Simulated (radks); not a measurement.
Neutral chromium inside a hard spherical wall (all orbitals vanish at R), configuration held at [Ar] 3d5 4s1 and not refilled when levels cross. Calculated with a radial shooting solver on a logarithmic mesh with Libxc functionals: non-relativistic Kohn-Sham, LDA (Slater exchange, Perdew-Wang correlation), spin-polarised, spherical densities, point nucleus; open shells are filled with parallel spins first. Eigenvalues in eV for spin up, with the zero of energy where the potential of the charges vanishes at infinity; a dash marks a level that is unbound or too diffuse for the functional's potential to be trusted. A positive occupied level is held by the wall or, in an anion where self-interaction has pushed it up, behind a barrier. The pressure on the wall is -dE/dV.

R (bohr)  E (hartree)  kinetic (hartree)    e(3s)    e(3p)   e(4s)   e(3d)  e(4p, empty)  e(5s, empty)  pressure (GPa)
free      -1042.20861           1040.858  -72.882  -45.808  -4.533  -3.979        -1.292        -0.023               0
10        -1042.20821           1040.862  -72.845  -45.770  -4.501  -3.944        -1.150         1.984          0.0105
8         -1042.20500           1040.885  -72.659  -45.586  -4.329  -3.771        -0.731         4.562           0.144
7         -1042.19794           1040.927  -72.367  -45.296  -4.032  -3.502        -0.160         7.339           0.552
6         -1042.17699           1041.032  -71.723  -44.660  -3.310  -2.911         1.044        12.421            2.25
5         -1042.11237           1041.304  -70.304  -43.267  -1.476  -1.599         3.748        22.490            10.3
4         -1041.89444           1042.091  -67.114  -40.159   3.657   1.460        10.576        44.928            57.1
2         -1035.07892           1064.278  -33.548   -5.821  106.89  40.945        123.05        327.02            8960
1.5       -1018.54724           1111.952   16.383   47.095  283.12  97.831        296.57        708.33           65800
